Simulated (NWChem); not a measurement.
Ionisation of F2Si

```xyz
3

Si     0.0000     0.0000    -0.5881
F     -1.2465     0.0000     0.4574
F      1.2465     0.0000     0.4574
```
Charge 0, spin multiplicity 1.

Program: NWChem. The geometry was optimised at PBE0/def2-SVP, a minimum by its harmonic frequencies.

Basis set: def2-TZVP. The species with one electron less has spin multiplicity 2 and keeps the geometry of the parent. Δ marks differences of total energies (open shells unrestricted). −ε marks an orbital energy of the parent. That orbital need not have the symmetry of the hole or added electron in the Δ rows.

The correlated methods keep 7 core orbitals frozen. The structure started from a generated list of species. The stability of the SCF solutions was not checked.

For the first vertical ionisation energy, G0W0@PBE gives 10.74 eV and ΔPBE gives 10.94 eV. What do ΔB2PLYP, ΔBP86, −ε(HOMO) of LC-wPBE (omega 0.3 per bohr) give?

ΔB2PLYP: 11.10 eV; ΔBP86: 11.07 eV; −ε(HOMO) of LC-wPBE (omega 0.3 per bohr): 10.62 eV.
